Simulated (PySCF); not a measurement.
Excitations are Tamm–Dancoff values on a coarser integration grid. The basis has no diffuse functions, so Rydberg states are missing or too high.

Z-matrix (Å, degrees):
```
Si
H 1 1.4858
H 1 1.4858 2 107.93
C 1 1.9238 2 115.47 3 -130.91
N 4 1.2861 1 108.94 2 -116.40
H 4 1.0967 5 119.60 1 -180.00
Si 5 1.7975 4 103.88 6 -180.00
H 7 1.4821 5 112.28 4 -118.66
H 7 1.4821 8 108.58 5 124.74
```
Charge 0, multiplicity 1.

Question: Estimate the dipole moment, HOMO, S1–T1 gap (TDA), S1 excitation (TDA) and HOMO–LUMO gap that PBE-D3(BJ)/def2-TZVP // B3LYP-D3(BJ)/def2-TZVP (PySCF 2.14.0) returns for this input.

Answer: 
The dipole moment is 1.47 D. The HOMO is -5.49 eV and the S1–T1 gap (TDA) is 0.76 eV. The S1 excitation (TDA) comes out as 3.48 eV. The HOMO–LUMO gap is 3.14 eV.
